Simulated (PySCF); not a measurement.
**Working out the ionisation energy of Te**

Te [Kr] 4d10 5s2 5p4 (3P) → Te⁺ [Kr] 4d10 5s2 5p3 (4S). All numbers are calculated (PySCF 2.14, scalar relativity through the core potential, in aug-cc-pVDZ-PP with ECP28MDF). Frozen: 4s2 4p6 4d10. Energies in hartree (1 hartree = 27.21139 eV):

```tsv
part	Te (lower)	Te⁺ (upper)
UHF	-266.998483	-266.715443
CCSD correlation	-0.077902	-0.060830
(T)	-0.001291	-0.000695
```

Question: What does Hartree-Fock give?

Answer: (-266.715443) − (-266.998483) = 0.283040 hartree = 7.702 eV.

Question: What do CCSD and CCSD(T) give?

Answer: The CCSD correlation energies differ by 0.017072 hartree = 0.465 eV and the triples by 0.000596 hartree = 0.016 eV, so CCSD gives 8.167 eV and CCSD(T) 8.183 eV.

Measured between the centres of the two terms (NIST): 8.749 eV, so CCSD(T) (valence) is off by -0.566 eV.

A double-zeta basis recovers only part of the correlation energy.

What remains against the reference includes basis incompleteness, the frozen core and higher excitations.
